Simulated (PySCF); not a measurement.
PySCF job for C2H6AlCl, SMILES [CH3][Al]([CH3])[Cl] (connectivity only; charge and spin as stated), charge -1, multiplicity 2, PBE0/pcH-1. The structure is a stationary point at B3LYP-D3(BJ)/def2-SVPD. The spin state was assumed, not searched. The isomer is the one that the SMILES or the coordinates give; other isomers of the formula were not compared.

```python
import numpy as np
from pyscf import gto, scf, dft
from pyscf.prop.hfc import uks as hfc

mol = gto.M(
    atom='''
    Al    0.45223175   -0.55234232   -0.00000000
    C     1.26496045    0.23618044    1.66559129
    H     2.34611385    0.01801293    1.73742925
    H     0.79141721   -0.12837727    2.59235504
    H     1.15031322    1.33781979    1.65041419
    C     1.26496046    0.23618044   -1.66559128
    H     1.15031323    1.33781979   -1.65041418
    H     0.79141721   -0.12837727   -2.59235504
    H     2.34611386    0.01801293   -1.73742924
    Cl   -1.74318981    0.11125729   -0.00000000
    ''',
    basis='pcH-1',
    charge=-1,
    spin=1,
    max_memory=1600,
    verbose=3,
)
mf = dft.UKS(mol, xc='pbe0').density_fit(auxbasis='def2-universal-jkfit')
mf.grids.level = 3
mf.conv_tol = 1e-10
mf.max_cycle = 100
mf.kernel()
fine, coarse = mf.grids, dft.Grids(mol).set(level=1).build(with_non0tab=True)
for _ in range(3):  # follow internal instabilities
    mf.grids = coarse
    mo, _, stable, _ = mf.stability(return_status=True, nroots=4)
    mf.grids = fine
    if stable:
        break
    mf.kernel(mf.make_rdm1(mo, mf.mo_occ))
A = hfc.HFC(mf).make_fcdip(mf.make_rdm1())  # Fermi contact and dipolar terms, MHz
print('atom   A(iso)/MHz   principal dipolar parts/MHz')
for i, a in enumerate(A):
    w = np.linalg.eigvalsh((a + a.T) / 2)
    print(f'{mol.atom_symbol(i):2s}{i + 1:3d} {w.mean():12.2f}', (w - w.mean()).round(2))
```

Log of the run:

```

WARN: HOMO -0.122774893450966 >= LUMO -0.122774893450952

converged SCF energy = -782.171805840228  <S^2> = 0.75084411  2S+1 = 2.0008439
<class 'pyscf.df.df_jk.DFUKS'> wavefunction is stable in the internal stability analysis
atom   A(iso)/MHz   principal dipolar parts/MHz
Al  1       542.40 [-47.75 -47.01  94.76]
C   2        65.89 [-4.19 -3.68  7.87]
H   3        -3.17 [-3.66 -1.91  5.57]
H   4        -1.15 [-3.83 -2.03  5.86]
H   5        25.70 [-3.04 -0.81  3.85]
C   6        65.89 [-4.19 -3.68  7.87]
H   7        25.70 [-3.04 -0.81  3.85]
H   8        -1.15 [-3.83 -2.03  5.86]
H   9        -3.17 [-3.66 -1.91  5.57]
Cl 10        22.62 [-8.36 -8.34 16.7 ]
```

Self-consistency was reached.

Cost: very roughly 2.9 core-minutes.
